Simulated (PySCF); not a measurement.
Computed IR spectrum (relative IR intensity) of a molecule C4H5FO2. Geometry: PBE0-D3(BJ)/def2-SVP. One conformer was computed; it need not be the lowest. Method: PBE0-D3(BJ)/def2-SVP run with PySCF. Harmonic, unscaled wavenumbers; measured fundamentals usually lie a few per cent lower.

```json
[
 {"ν (cm⁻¹)": "483", "relative intensity": "8.6"},
 {"ν (cm⁻¹)": "672", "relative intensity": "2.8"},
 {"ν (cm⁻¹)": "716", "relative intensity": "31"},
 {"ν (cm⁻¹)": "758", "relative intensity": "2.6"},
 {"ν (cm⁻¹)": "871", "relative intensity": "5.9"},
 {"ν (cm⁻¹)": "931", "relative intensity": "18"},
 {"ν (cm⁻¹)": "1003", "relative intensity": "37"},
 {"ν (cm⁻¹)": "1063", "relative intensity": "16"},
 {"ν (cm⁻¹)": "1091", "relative intensity": "8.5"},
 {"ν (cm⁻¹)": "1144", "relative intensity": "14"},
 {"ν (cm⁻¹)": "1199", "relative intensity": "89"},
 {"ν (cm⁻¹)": "1241", "relative intensity": "17"},
 {"ν (cm⁻¹)": "1356", "relative intensity": "78"},
 {"ν (cm⁻¹)": "1374", "relative intensity": "39"},
 {"ν (cm⁻¹)": "1409", "relative intensity": "76"},
 {"ν (cm⁻¹)": "1435", "relative intensity": "100"},
 {"ν (cm⁻¹)": "1455", "relative intensity": "7.3"},
 {"ν (cm⁻¹)": "1462", "relative intensity": "30"},
 {"ν (cm⁻¹)": "1838", "relative intensity": "73"},
 {"ν (cm⁻¹)": "3104", "relative intensity": "24"},
 {"ν (cm⁻¹)": "3180", "relative intensity": "6.0"},
 {"ν (cm⁻¹)": "3184", "relative intensity": "2.5"},
 {"ν (cm⁻¹)": "3334", "relative intensity": "7.2"}
]
```

Question: Identify the compound among the candidates.
A. C=C(F)CC(=O)O
B. CC1(F)OC=CO1
C. C[C@H]1OC=C(F)O1
D. FC1=CCOCO1

Answer: C, C[C@H]1OC=C(F)O1
